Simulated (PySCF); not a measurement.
Run times: scandium in x2c-QZVPPall with one added diffuse shell each of s, p, d, f, g type

Measured wall times of calculations with PySCF 2.14 in x2c-QZVPPall with one added diffuse shell each of s, p, d, f, g type (12s8p6d4f3g, 121 functions), with the spin-free X2C one-electron Hamiltonian (Gaussian nucleus), run from one Python driver. Hardware: 1 thread of Neoverse-V1 on a shared host, 1.3 GiB allowed. The two-electron integrals over 121 functions were computed once and kept in memory (1.9 CPU seconds with the set-up); the times below exclude them. Kohn-Sham runs start from converged Hartree-Fock orbitals.

Launch command (the driver calls PySCF for each step listed in the task file):

```bash
OMP_NUM_THREADS=1 python atomrun2.py TASK.json OUT
```

```csv
species,step,iterations,wall time (s)
Sc(2+) [Ar] 3d1,UHF with spin-orbit constants,7,4.4
Sc(2+) [Ar] 3d1,LDA,6,2.2
Sc(2+) [Ar] 3d1,PBE,6,2.9
Sc(2+) [Ar] 3d1,PBE0,6,4.6
Sc(2+) [Ar] 3d1,r2SCAN,6,8
Sc(2+) [Ar] 3d1,wB97M-V,6,13
Sc(2+) [Ar] 3d1,M06,6,9.8
Sc(2+) [Ar] 3d1,BHandHLYP,6,4.6
Sc(2+) [Ar] 3d1,MP2 (9 electrons),,1.9
```

Peak memory of the process: 0.74 GiB. Times on a shared host vary from run to run.
